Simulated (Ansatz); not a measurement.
Born–Oppenheimer molecular dynamics of AlH₈N₃ (12 atoms, charge 0, multiplicity 1). It starts from a rough guess of a transition structure, not a stationary point.

These are results of Ansatz, UKS r2SCAN/6-31G, not measurements.

```yaml
ensemble: NVE (velocity Verlet)
time_step: 0.5 fs
steps_asked: 150
starting_velocities_drawn_for: 100 K
seed: 335279
```

Frames 1 fs apart, positions in Å, forces in eV/Å.

Velocities at 5.0 fs (Å/ps):

```
Al 1.84 -3.35 -2.76
H -8.92 30.52 10.72
N 1.05 3.62 1.71
N -2.61 -1.36 0.15
H 21.81 -17.72 -40.26
N -1.08 1.63 5.70
H -7.63 -9.97 -5.62
H 1.91 9.49 13.82
H 3.83 5.77 -6.84
H 7.38 12.83 -3.98
H -10.05 12.11 -4.77
H -20.88 -7.51 5.51
```

```xyz
12
Properties=species:S:1:pos:R:3:forces:R:3 time_fs=5.0 energy_less_start_eV=-0.215 T=266
Al -0.192 0.252 0.257 1.43 -0.98 -0.25
H 1.064 -0.997 1.071 -0.55 0.31 0.12
N 0.543 1.891 0.414 -0.13 0.39 0.00
N -1.894 -0.189 0.581 -0.05 0.16 -0.12
H 1.118 -1.278 -0.008 0.10 -0.01 -1.19
N 0.788 -1.063 -1.227 -0.61 0.19 1.20
H 1.424 2.106 -0.034 0.09 0.03 -0.05
H 0.258 2.677 1.001 -0.08 -0.49 -0.26
H -2.607 0.435 0.938 0.03 -0.11 -0.08
H -2.235 -1.125 0.429 -0.22 -0.10 0.10
H 1.537 -0.740 -1.859 -0.44 -0.15 0.31
H 0.245 -1.847 -1.646 0.44 0.76 0.23
12
Properties=species:S:1:pos:R:3:forces:R:3 time_fs=6.0 energy_less_start_eV=-0.278 T=316
Al -0.190 0.248 0.254 1.42 -0.87 0.15
H 1.053 -0.965 1.082 -0.55 0.29 0.09
N 0.544 1.895 0.416 -0.56 0.44 0.22
N -1.897 -0.191 0.581 0.38 0.75 -0.16
H 1.140 -1.296 -0.054 -0.07 0.12 -1.39
N 0.787 -1.062 -1.220 -0.69 -0.26 1.06
H 1.417 2.096 -0.040 0.35 0.18 -0.13
H 0.259 2.683 1.013 0.06 -0.74 -0.50
H -2.603 0.440 0.931 -0.08 -0.06 -0.04
H -2.229 -1.114 0.425 -0.50 -0.73 0.03
H 1.525 -0.729 -1.862 -0.46 -0.21 0.30
H 0.226 -1.851 -1.639 0.72 1.08 0.37
12
Properties=species:S:1:pos:R:3:forces:R:3 time_fs=7.0 energy_less_start_eV=-0.390 T=402
Al -0.188 0.244 0.251 1.42 -0.76 0.60
H 1.036 -0.930 1.094 -0.57 0.31 0.11
N 0.545 1.899 0.418 -0.73 0.28 0.15
N -1.899 -0.191 0.581 0.65 0.99 -0.26
H 1.161 -1.312 -0.114 -0.20 0.18 -1.52
N 0.785 -1.060 -1.214 -0.65 -0.44 1.00
H 1.413 2.088 -0.047 0.43 0.28 -0.12
H 0.262 2.683 1.021 0.10 -0.72 -0.54
H -2.600 0.445 0.923 -0.20 0.00 -0.01
H -2.228 -1.109 0.422 -0.64 -1.00 0.01
H 1.508 -0.720 -1.863 -0.36 -0.18 0.21
H 0.215 -1.844 -1.629 0.75 1.07 0.36
12
Properties=species:S:1:pos:R:3:forces:R:3 time_fs=8.0 energy_less_start_eV=-0.559 T=532
Al -0.185 0.240 0.248 1.41 -0.65 1.07
H 1.014 -0.892 1.108 -0.60 0.34 0.16
N 0.545 1.903 0.420 -0.59 -0.08 -0.25
N -1.901 -0.191 0.581 0.65 0.72 -0.43
H 1.181 -1.327 -0.188 -0.18 0.10 -1.31
N 0.783 -1.059 -1.206 -0.51 -0.29 0.80
H 1.414 2.083 -0.055 0.30 0.32 0.00
H 0.265 2.676 1.023 0.04 -0.41 -0.36
H -2.599 0.449 0.916 -0.28 0.03 0.01
H -2.233 -1.114 0.419 -0.56 -0.73 0.08
H 1.488 -0.712 -1.861 -0.18 -0.08 0.04
H 0.210 -1.827 -1.615 0.50 0.73 0.19
12
Properties=species:S:1:pos:R:3:forces:R:3 time_fs=9.0 energy_less_start_eV=-0.700 T=639
Al -0.181 0.236 0.246 1.38 -0.52 1.51
H 0.986 -0.852 1.123 -0.62 0.34 0.20
N 0.545 1.907 0.422 -0.25 -0.57 -0.87
N -1.903 -0.191 0.580 0.43 0.14 -0.62
H 1.199 -1.341 -0.274 0.22 -0.24 -0.32
N 0.780 -1.058 -1.198 -0.48 0.33 0.03
H 1.417 2.080 -0.064 0.04 0.32 0.19
H 0.268 2.666 1.022 -0.10 0.09 -0.02
H -2.600 0.454 0.908 -0.28 0.01 -0.01
H -2.243 -1.125 0.416 -0.33 -0.09 0.21
H 1.467 -0.705 -1.859 -0.01 0.07 -0.17
H 0.210 -1.803 -1.600 0.01 0.13 -0.12
12
Properties=species:S:1:pos:R:3:forces:R:3 time_fs=10.0 energy_less_start_eV=-0.691 T=633
Al -0.177 0.231 0.245 1.31 -0.39 1.83
H 0.952 -0.807 1.139 -0.57 0.25 0.20
N 0.544 1.911 0.423 0.11 -1.03 -1.47
N -1.904 -0.191 0.579 0.10 -0.38 -0.76
H 1.219 -1.358 -0.362 1.18 -0.95 1.67
N 0.777 -1.057 -1.190 -0.87 1.46 -1.54
H 1.421 2.081 -0.070 -0.21 0.30 0.35
H 0.271 2.656 1.021 -0.24 0.57 0.32
H -2.604 0.459 0.900 -0.21 -0.06 -0.06
H -2.256 -1.137 0.416 -0.08 0.54 0.32
H 1.445 -0.698 -1.859 0.08 0.23 -0.38
H 0.210 -1.779 -1.586 -0.59 -0.54 -0.49
12
Properties=species:S:1:pos:R:3:forces:R:3 time_fs=11.0 energy_less_start_eV=-0.603 T=569
Al -0.172 0.227 0.244 1.17 -0.26 1.99
H 0.912 -0.761 1.158 -0.42 0.07 0.22
N 0.544 1.914 0.423 0.26 -1.23 -1.77
N -1.905 -0.190 0.578 -0.20 -0.63 -0.82
H 1.251 -1.383 -0.434 2.18 -1.68 3.35
N 0.774 -1.054 -1.183 -1.42 2.49 -2.84
H 1.423 2.085 -0.073 -0.34 0.30 0.44
H 0.271 2.651 1.023 -0.30 0.77 0.47
H -2.611 0.464 0.892 -0.08 -0.15 -0.12
H -2.270 -1.144 0.419 0.12 0.92 0.38
H 1.423 -0.688 -1.863 0.06 0.35 -0.53
H 0.205 -1.759 -1.576 -1.03 -0.96 -0.75
12
Properties=species:S:1:pos:R:3:forces:R:3 time_fs=12.0 energy_less_start_eV=-0.692 T=636
Al -0.167 0.222 0.244 0.97 -0.10 2.03
H 0.869 -0.714 1.179 -0.18 -0.19 0.30
N 0.544 1.916 0.422 0.13 -1.04 -1.64
N -1.906 -0.190 0.576 -0.38 -0.56 -0.81
H 1.303 -1.425 -0.476 1.78 -1.45 2.72
N 0.769 -1.051 -1.178 -0.98 2.22 -2.19
H 1.421 2.092 -0.072 -0.29 0.32 0.40
H 0.269 2.654 1.030 -0.23 0.56 0.31
H -2.617 0.467 0.882 0.06 -0.20 -0.18
H -2.283 -1.143 0.425 0.20 0.93 0.36
H 1.403 -0.675 -1.871 -0.05 0.40 -0.58
H 0.190 -1.748 -1.574 -1.02 -0.88 -0.71
12
Properties=species:S:1:pos:R:3:forces:R:3 time_fs=13.0 energy_less_start_eV=-0.841 T=747
Al -0.162 0.217 0.244 0.69 0.09 1.98
H 0.824 -0.669 1.202 0.10 -0.47 0.44
N 0.544 1.918 0.420 -0.23 -0.61 -1.20
N -1.908 -0.191 0.573 -0.38 -0.21 -0.77
H 1.371 -1.479 -0.493 0.10 -0.29 0.71
N 0.764 -1.045 -1.174 0.34 0.68 -0.62
H 1.417 2.101 -0.067 -0.08 0.35 0.27
H 0.264 2.662 1.039 -0.08 0.09 -0.07
H -2.624 0.468 0.871 0.16 -0.18 -0.20
H -2.294 -1.132 0.435 0.16 0.58 0.28
H 1.382 -0.658 -1.885 -0.21 0.34 -0.46
H 0.165 -1.745 -1.578 -0.56 -0.37 -0.38
12
Properties=species:S:1:pos:R:3:forces:R:3 time_fs=14.0 energy_less_start_eV=-0.795 T=713
Al -0.156 0.212 0.245 0.39 0.28 1.90
H 0.780 -0.628 1.230 0.37 -0.75 0.61
N 0.543 1.919 0.417 -0.62 -0.16 -0.71
N -1.909 -0.192 0.570 -0.20 0.33 -0.73
H 1.440 -1.536 -0.502 -1.46 0.85 -0.79
N 0.760 -1.039 -1.171 1.39 -0.88 0.21
H 1.412 2.114 -0.059 0.18 0.37 0.10
H 0.258 2.670 1.047 0.05 -0.39 -0.43
H -2.629 0.467 0.858 0.19 -0.07 -0.19
H -2.304 -1.117 0.447 0.02 -0.02 0.17
H 1.358 -0.638 -1.903 -0.38 0.18 -0.19
H 0.135 -1.746 -1.586 0.08 0.27 0.05
12
Properties=species:S:1:pos:R:3:forces:R:3 time_fs=15.0 energy_less_start_eV=-0.620 T=580
Al -0.151 0.208 0.247 0.11 0.45 1.83
H 0.740 -0.595 1.264 0.59 -0.96 0.73
N 0.542 1.920 0.413 -0.86 0.12 -0.40
N -1.911 -0.192 0.567 0.07 0.82 -0.73
H 1.495 -1.586 -0.519 -2.34 1.57 -1.46
N 0.756 -1.034 -1.168 1.87 -1.85 0.24
H 1.409 2.131 -0.051 0.36 0.37 -0.04
H 0.253 2.675 1.051 0.10 -0.68 -0.63
H -2.632 0.466 0.843 0.15 0.10 -0.16
H -2.313 -1.101 0.461 -0.14 -0.66 0.08
H 1.332 -0.616 -1.923 -0.50 0.00 0.13
H 0.106 -1.744 -1.593 0.60 0.74 0.42
12
Properties=species:S:1:pos:R:3:forces:R:3 time_fs=16.0 energy_less_start_eV=-0.504 T=492
Al -0.145 0.203 0.250 -0.07 0.54 1.84
H 0.705 -0.570 1.304 0.70 -1.07 0.77
N 0.541 1.921 0.410 -0.80 0.18 -0.41
N -1.913 -0.192 0.562 0.28 1.02 -0.78
H 1.529 -1.620 -0.549 -2.68 1.91 -1.61
N 0.753 -1.030 -1.164 1.98 -2.25 -0.06
H 1.409 2.151 -0.043 0.36 0.29 -0.10
H 0.249 2.674 1.050 0.04 -0.70 -0.60
H -2.634 0.466 0.827 0.07 0.29 -0.12
H -2.324 -1.092 0.476 -0.20 -1.01 0.04
H 1.300 -0.595 -1.941 -0.54 -0.14 0.41
H 0.083 -1.735 -1.597 0.86 0.96 0.63
```

Of the whole run (75 fs, mean temperature of the second half 864 K): The conserved energy stayed within 0.41 meV per atom of its start (net change -0.084 meV per atom), so the integration is sound. The system heated up, since it started high on the potential surface and ran downhill. A run of 0.075 ps of so small a system gives no equilibrium averages. The orbitals stay closed-shell, which can raise the energy where a bond breaks towards radicals; this wasn't checked here. Limits of this set-up: no polarisation functions.

The run took 19 min on 1 thread of Arm Neoverse V1, with other jobs on the host, peak memory 0.19 GiB.
